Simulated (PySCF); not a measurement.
C₆H₁₃OP.
Z-matrix (Å and degrees, PBE0-D3(BJ)/def2-SVP geometry), rows numbered from 1:
```
C 
C   1  1.5197
C   2  1.5356  1  115.28
C   3  1.5285  2  108.16  1  -157.86
C   4  1.5304  3  107.58  2    48.97
C   5  1.5181  4  116.12  3  -165.35
P   5  1.8424  4  104.20  3   -37.91
O   7  1.4972  2  117.28  1    10.48
H   1  1.1002  2  110.76  3    63.58
H   1  1.0999  2  111.58  3  -177.33
H   1  1.1014  2  110.78  3   -56.86
H   2  1.1043  1  110.09  3   123.26
H   3  1.1012  2  111.35  1    78.45
H   3  1.1045  2  108.99  1   -39.03
H   4  1.1053  3  109.84  2   -70.17
H   4  1.1017  3  112.08  2   171.55
H   5  1.1059  4  108.85  3    70.39
H   6  1.1005  5  111.24  4  -178.98
H   6  1.1021  5  111.32  4    60.71
H   6  1.1014  5  111.00  4   -59.06
H   7  1.4337  2  104.58  1  -118.10
```

The closed-shell ground state was solved at several levels (PySCF, density fitting, gas phase, non-relativistic).

```tsv
level	basis functions	HOMO (eV)	LUMO (eV)	gap (eV)	dipole (D)
PBE0/pcSseg-1	208	-7.29	0.85	8.14	4.20
wB97X-D/def2-SVPD	271	-9.22	2.09	11.31	4.51
```

(1) What might B3LYP/pcSseg-1 (208 basis functions) give for the same quantities?

(2) Over all these levels, which gives the widest orbital gap and which the narrowest?

(3) How far do the dipole and the HOMO energy spread over the levels?

Results:

(1) HOMO -7.05 eV, LUMO 0.56 eV, gap 7.61 eV, dipole 4.16 D.

(2) wB97X-D/def2-SVPD (range-separated hybrid) has the widest, 11.31 eV, and B3LYP/pcSseg-1 (global hybrid, 20 % exact exchange) the narrowest, 7.61 eV. Functional and basis both differ between the two, so the spread mixes both effects.

(3) The dipole runs from 4.16 to 4.51 D (mean 4.29 D) and the HOMO from -9.22 to -7.05 eV.

One conformer stands for the species.
